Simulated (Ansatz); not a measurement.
`C[O][InH][Cl]` and `C[O][InH][Br]` differ in one element.

Ansatz, PBE0-D4/def2-TZVP geometries, multiplicity 1. Each molecule was computed in one conformer, which needn't be the lowest.

Elements past krypton have def2 core potentials. Scalar relativity is left out up to krypton.

```json
{"property": "LUMO energy (B3LYP/def2-TZVPP) / eV", "`C[O][InH][Cl]`": "-1.78"}
{"property": "LUMO energy (PBE0/def2-TZVPP) / eV", "`C[O][InH][Cl]`": "-1.50"}
{"property": "size of the dipole moment (ωB97M-V/def2-TZVPP) / D", "`C[O][InH][Cl]`": "1.57"}
{"property": "HOMO–LUMO gap (PBE0/def2-TZVPP) / eV", "`C[O][InH][Cl]`": "6.27"}
{"property": "HOMO energy (B3LYP/def2-TZVPP) / eV", "`C[O][InH][Cl]`": "-7.55"}
{"property": "LUMO energy (ωB97M-V/def2-TZVPP) / eV", "`C[O][InH][Cl]`": "-0.04"}
```

Task: What does the change do to each property? (Best estimate.)

Result: Computed: 
```csv
property,`C[O][InH][Br]`,shift
LUMO energy (B3LYP/def2-TZVPP) / eV,-1.82,-0.04
LUMO energy (PBE0/def2-TZVPP) / eV,-1.55,-0.05
size of the dipole moment (ωB97M-V/def2-TZVPP) / D,1.39,-0.18
HOMO–LUMO gap (PBE0/def2-TZVPP) / eV,6.21,-0.06
HOMO energy (B3LYP/def2-TZVPP) / eV,-7.53,0.02
LUMO energy (ωB97M-V/def2-TZVPP) / eV,-0.08,-0.04
```

Dipoles are sizes alone; their direction can turn.

B3LYP here is the variant with VWN-RPA as its local correlation; programs differ in this.

Spin–orbit coupling is left out; it splits and shifts lone-pair levels of the heavy atoms by tenths of an eV.
